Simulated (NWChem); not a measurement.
## Correlation energy of ammonia borane (H$_{6}$BN)

SMILES: [BH3-][NH3+]
```xyz
8

B      0.9250    -0.0703     0.0000
N     -0.7241     0.0551     0.0000
H      1.3318     1.0825     0.0000
H      1.1975    -0.6830    -1.0223
H      1.1975    -0.6830     1.0223
H     -1.0582     0.5584     0.8253
H     -1.1666    -0.8671     0.0000
H     -1.0582     0.5584    -0.8253
```
Charge 0, spin multiplicity 1.

The numbers come from NWChem runs, not from measurements. The geometry was optimised at B3LYP/def2-SVP, a minimum by its harmonic frequencies.

Basis set: cc-pVDZ. Each correlation energy counts from its own Hartree-Fock reference.

The correlated methods keep 2 core orbitals frozen. Coupled-cluster values serve here as a point of comparison, not as the truth.

Question: One of these methods gave a correlation energy of -335.3 mHa. Which?
(A) CCSD+T(CCSD)
(B) CCSD
(C) SCS-MP2
(D) CR-CCSD(T)

Answer: B, CCSD. The others give -342.9 (CCSD+T(CCSD)), -341.4 (CR-CCSD(T)), -305.8 (SCS-MP2).
